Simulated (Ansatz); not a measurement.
System: CH6NSi (charge 0, doublet). It need not be the lowest isomer of its formula. 
Geometry from a B3LYP-D3(BJ)/def2-TZVP (Ansatz, an electronic-structure program) optimisation:
SMILES: [SiH2]NC
```xyz
9

C     -1.6329     0.3857    -0.0781
N     -0.3818    -0.2032    -0.5281
Si     1.1008    -0.1663     0.3584
H     -2.2061     0.7683    -0.9263
H     -1.4198     1.2278     0.5817
H     -2.2655    -0.3193     0.4726
H     -0.5073    -0.9420    -1.2046
H      2.1762    -0.5360    -0.6071
H      1.2814     1.2381     0.8319
```
Charge 0, spin multiplicity 2.

Total electronic energies in hartree. Valence correlation only, unless marked. Open shells are spin-unrestricted. Spin-orbit coupling is left out. Non-relativistic. Basis-set limits of correlation are two-point, X^-3; Hartree-Fock from the larger set. [CCSD(T)-MP2]/basis is that difference in the basis named.

```
level                                                                 program  energy (Eh)
-------------------------------------------------------------  --------------  -----------
HF/cc-pwCVTZ                                                           Ansatz   -384.76744
HF/aug-cc-pV(Q+d)Z                                                     Ansatz   -384.77749
HF/cc-pV(Q+d)Z                                                         Ansatz   -384.77687
B3LYP-D3(BJ)/def2-TZVPD                                        Ansatz + dftd3   -386.00688
B3LYP/def2-TZVPD                                                       Ansatz   -385.99663
PBE0-D3(BJ)/def2-TZVP                                          Ansatz + dftd3   -385.73281
BHLYP-D3(BJ)/def2-TZVPD                                        Ansatz + dftd3   -385.91674
HSE06-D3(BJ)/def2-TZVPD                                        Ansatz + dftd3   -385.72065
wB97M-V/def2-TZVPD                                                     Ansatz   -385.88704
RPA@PBE/cc-pV(Q+d)Z                                                    Ansatz   -385.68131
SCS-MP2/cc-pV(T+d)Z                                                    Ansatz   -385.27248
CCSD/cc-pV(D+d)Z                                                       Ansatz   -385.16841
CCSD(T)/STO-3G                                                         Ansatz   -380.36494
RI-MP2/CBS(cc-pV(T+d)Z,cc-pV(Q+d)Z)+[CCSD(T)-MP2]/cc-pV(Q+d)Z          Ansatz    -385.3893
CCSD(T)/CBS(aug-cc-pV(T+d)Z,aug-cc-pV(Q+d)Z)                           Ansatz    -385.3866
```

Totals of different functionals don't rank their quality; only differences between species are comparable.
